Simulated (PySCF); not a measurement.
# Excitation energy of N⁺ by level of theory

N⁺ [He] 2s2 2p2 (3P) → N⁺ [He] 2s1 2p2 3d1 (high-spin determinant), as a difference of total energies. Calculation: PySCF 2.14, in dyall-acv3z; the non-relativistic Hamiltonian (point nucleus). Correlated levels: valence and next inner shell: nothing frozen; virtual orbitals above 40 to 60 times the deepest correlated orbital energy dropped. The calculations carry no spin-orbit coupling.

```tsv
method	excitation energy (eV)
UHF	29.601
MP2 (valence and next inner shell)	31.156
SCS-MP2 (valence and next inner shell)	31.586
CCSD (valence and next inner shell)	31.482
CCSD(T) (valence and next inner shell)	31.490
```

Q: How much does correlation contribute at CCSD(T) (valence and next inner shell)?

A: 31.490 − (29.601) = 1.889 eV, measured against UHF.

The upper state lies above the first ionisation limit, but in LS coupling its spin forbids autoionisation to the ground ion. A Rydberg-like electron needs more diffuse functions than a valence basis has.

The promoted electron is Rydberg-like, and one or two diffuse shells describe it only roughly, which tends to raise the upper state.

The coupled-cluster amplitudes are large for the upper state (T1 above 0.03 or a double amplitude above 0.15), so a single reference is strained.

The determinant of the upper state mixes LS terms, which raises its energy above the lowest term, most at the Hartree-Fock and MP2 levels.
